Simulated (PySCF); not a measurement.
# Correlation energy of Kr²⁺ (krypton, charge +2)

[Ar] 3d10 4s2 4p4, high-spin 3P determinant. Computed with PySCF 2.14 in pcseg-2, with no relativity, point nucleus. Frozen: [Ar] 3d10; 6 electrons correlated.

MP2 pair energies summed by pair of shells (mhartree):

```tsv
pair	energy	share (%)
4p-4p	-49.57	46.5
4s-4p	-49.21	46.1
4s-4s	-7.92	7.4
```

Total MP2 correlation energy: -106.70 mhartree.

Same-spin part -24.09 and opposite-spin part -82.61 mhartree; SCS-MP2 scales them by 1/3 and 6/5 to -107.16 mhartree.

```json
{"level": "CCSD", "correlation energy (mhartree)": "-126.85"}
{"level": "(T)", "correlation energy (mhartree)": "-3.00"}
{"level": "CCSD(T)", "correlation energy (mhartree)": "-129.85"}
```

Diagnostics: T1 = 0.0065, D1 = 0.0210, largest double amplitude 0.049.

Cost of the coupled-cluster step: 0.43 s of wall time on 1 thread of Intel(R) Xeon(R) Platinum 8375C CPU @ 2.90GHz (shared host), for 6 correlated electrons.
